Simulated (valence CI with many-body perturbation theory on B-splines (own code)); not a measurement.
## Level structure of Lu³⁸⁺

Computed by configuration interaction combined with many-body perturbation theory (CI+MBPT): five valence electrons over a frozen Dirac-Fock core [Ar] 3d10, radial functions for each j: 11 s, 11 p, 10 d, 8 f, 5 g, 2 h, with the one-electron correlation potential Σ1 (screened to all orders), the two-electron term Σ2, the three-electron term Σ3, Breit, model QED; selected single and double excitations, second order for the rest, scaled by the run's own slope (own B-spline code, finite nucleus).

The last digits are not significant, and no measured levels were compared; by estimate large intervals hold to a few tenths of a per cent, small ones and those within an open d or f shell to about a per cent. Among the levels kept, up to 2100 cm⁻¹ of a level comes from second order outside the variational space, and about a tenth of that is noise between levels of different J, which matters for small intervals.

Levels 1 to 45 of 174, with energies above the lowest level, (4s^2 4p1/2^2 4p3/2) J=3/2. "Leading %" is the weight of the configuration and term that name the level; weights of strongly mixed levels are sums over their largest components and can fall short, so below about 35 % the name and the second component can differ from the true leading terms, or belong to a minority configuration. In the jj column 3d3/2^4 stands for four electrons in 3d with j = 3/2.

```tsv
No.	Configuration	Term	J	E (cm⁻¹)	Leading %	Leading jj	g	Second component
1	4s²4p³	²P°	3/2	0	46	4s^2 4p1/2^2 4p3/2 (99 %)	1.372	27 % 4s²4p³ ⁴S°
2	4s²4p³	⁴S°	3/2	567760	54	4s^2 4p1/2 4p3/2^2 (98 %)	1.452	45 % 4s²4p³ ²D°
3	4s²4p³	²D°	5/2	609180	99	4s^2 4p1/2 4p3/2^2 (99 %)	1.196	
4	4s²4p³	²P°	1/2	661200	99	4s^2 4p1/2 4p3/2^2 (99 %)	0.660	
5	4s²4p²4d	²D	3/2	1152800	36	4s^2 4p1/2^2 4d3/2 (95 %)	0.798	34 % 4s²4p²4d ⁴F
6	4s²4p³	²P°	3/2	1236300	52	4s^2 4p3/2^3 (98 %)	1.299	28 % 4s²4p³ ²D°
7	4s4p⁴	⁴P	5/2	1260000	51	4s 4p1/2^2 4p3/2^2 (68 %)	1.427	17 % 4s4p⁴ ²D
8	4s4p⁴	⁴P	5/2	1370600	21	4s^2 4p1/2^2 4d5/2 (67 %)	1.260	19 % 4s²4p²4d ²D
9	4s4p⁴	²S	1/2	1409600	56	4s 4p1/2^2 4p3/2^2 (92 %)	2.136	32 % 4s4p⁴ ⁴P
10	4s4p⁴	²P	3/2	1427800	35	4s 4p1/2^2 4p3/2^2 (84 %)	1.163	35 % 4s4p⁴ ²D
11	4s²4p²4d	⁴F	3/2	1719200	35	4s^2 4p1/2 4p3/2 4d3/2 (94 %)	0.922	27 % 4s²4p²4d ⁴D
12	4s²4p²4d	²F	5/2	1719400	46	4s^2 4p1/2 4p3/2 4d3/2 (97 %)	0.966	45 % 4s²4p²4d ⁴F
13	4s²4p²4d	⁴D	1/2	1722700	78	4s^2 4p1/2 4p3/2 4d3/2 (97 %)	0.227	14 % 4s²4p²4d ²P
14	4s²4p²4d	²G	7/2	1760600	45	4s^2 4p1/2 4p3/2 4d3/2 (94 %)	1.054	27 % 4s²4p²4d ²F
15	4s4p⁴	⁴P	3/2	1824000	41	4s^2 4p1/2 4p3/2 4d5/2 (50 %)	1.503	25 % 4s²4p²4d ²P
16	4s²4p²4d	⁴D	7/2	1849600	47	4s^2 4p1/2 4p3/2 4d5/2 (99 %)	1.311	36 % 4s²4p²4d ⁴F
17	4s²4p²4d	²F	5/2	1861600	28	4s^2 4p1/2 4p3/2 4d5/2 (65 %)	1.170	20 % 4s4p⁴ ²D
18	4s²4p²4d	²D	5/2	1870900	35	4s^2 4p1/2 4p3/2 4d3/2 (73 %)	1.258	19 % 4s²4p²4d ⁴P
19	4s²4p²4d	²D	3/2	1877200	34	4s^2 4p1/2 4p3/2 4d3/2 (85 %)	1.191	24 % 4s²4p²4d ²P
20	4s²4p²4d	⁴P	1/2	1880900	35	4s^2 4p1/2 4p3/2 4d3/2 (87 %)	1.626	34 % 4s²4p²4d ²P
21	4s²4p²4d	²G	9/2	1895100	59	4s^2 4p1/2 4p3/2 4d5/2 (98 %)	1.198	40 % 4s²4p²4d ⁴F
22	4s²4p²4d	⁴D	3/2	1968400	25	4s^2 4p1/2 4p3/2 4d5/2 (49 %)	1.209	21 % 4s4p⁴ ⁴P
23	4s²4p²4d	²S	1/2	1990100	33	4s^2 4p1/2 4p3/2 4d5/2 (58 %)	1.502	20 % 4s²4p²4d ²P
24	4s²4p²4d	²F	5/2	1992200	28	4s^2 4p1/2 4p3/2 4d5/2 (66 %)	1.195	16 % 4s²4p²4d ⁴P
25	4s²4p²4d	²F	7/2	1993100	48	4s^2 4p1/2 4p3/2 4d5/2 (89 %)	1.104	27 % 4s²4p²4d ²G
26	4s²4p²4d	²D	3/2	2020800	35	4s^2 4p1/2 4p3/2 4d5/2 (77 %)	1.146	34 % 4s²4p²4d ²P
27	4s4p⁴	²D	5/2	2037000	39	4s^2 4p1/2 4p3/2 4d5/2 (48 %)	1.253	28 % 4s²4p²4d ²D
28	4s4p⁴	²P	3/2	2093600	38	4s 4p1/2 4p3/2^3 (71 %)	1.064	29 % 4s4p⁴ ²D
29	4s²4p²4d	²P	1/2	2109700	38	4s 4p1/2 4p3/2^3 (49 %)	1.170	32 % 4s4p⁴ ²P
30	4s4p³4d	⁴D°	5/2	2430000	28	4s 4p1/2^2 4p3/2 4d3/2 (92 %)	1.292	25 % 4s4p³4d ⁶D°
31	4s²4p²4d	²D	3/2	2435400	35	4s^2 4p3/2^2 4d3/2 (90 %)	1.176	26 % 4s²4p²4d ⁴P
32	4s²4p²4d	⁴P	1/2	2435700	42	4s^2 4p3/2^2 4d3/2 (88 %)	1.583	26 % 4s²4p²4d ²P
33	4s4p³4d	⁶D°	3/2	2436300	32	4s 4p1/2^2 4p3/2 4d3/2 (93 %)	1.360	18 % 4s4p³4d ⁴D°
34	4s4p³4d	⁴P°	1/2	2436500	42	4s 4p1/2^2 4p3/2 4d3/2 (93 %)	2.562	38 % 4s4p³4d ⁶D°
35	4s²4p²4d	²D	5/2	2441500	29	4s^2 4p3/2^2 4d3/2 (86 %)	1.199	20 % 4s²4p²4d ⁴D
36	4s4p³4d	⁴F°	7/2	2453300	25	4s 4p1/2^2 4p3/2 4d3/2 (81 %)	1.307	24 % 4s4p³4d ⁶D°
37	4s²4p²4d	²F	7/2	2457400	45	4s^2 4p3/2^2 4d3/2 (68 %)	1.201	23 % 4s²4p²4d ⁴D
38	4s²4p²4d	²P	1/2	2473600	45	4s^2 4p3/2^2 4d5/2 (75 %)	1.319	22 % 4s²4p²4d ²S
39	4s²4p²4d	²F	7/2	2481200	61	4s^2 4p3/2^2 4d5/2 (72 %)	1.152	20 % 4s²4p²4d ⁴D
40	4s²4p²4d	⁴F	9/2	2485300	58	4s^2 4p3/2^2 4d5/2 (98 %)	1.239	40 % 4s²4p²4d ²G
41	4s²4p²4d	²D	3/2	2520500	65	4s^2 4p3/2^2 4d3/2 (88 %)	0.893	10 % 4s²4p²4d ²P
42	4s4p³4d	⁴F°	3/2	2523700	27	4s 4p1/2^2 4p3/2 4d3/2 (76 %)	0.975	17 % 4s4p³4d ²D°
43	4s4p³4d	⁴G°	5/2	2534100	20	4s 4p1/2^2 4p3/2 4d3/2 (65 %)	0.888	16 % 4s4p³4d ²F°
44	4s4p³4d	⁴F°	9/2	2554900	44	4s 4p1/2^2 4p3/2 4d5/2 (95 %)	1.379	37 % 4s4p³4d ⁶D°
45	4s²4p²4d	²D	5/2	2586700	77	4s^2 4p3/2^2 4d5/2 (98 %)	1.204	14 % 4s²4p²4d ⁴D
```

Where two levels of one J and parity lie close, their mixing, g and order are uncertain.

The ionisation energy to 4s²4p² ³P0 of the next ion comes out as 1749 eV (NIST: 1747 ± 4 eV (theoretical)). All 174 levels together are meant to be complete up to 3885000 cm⁻¹.
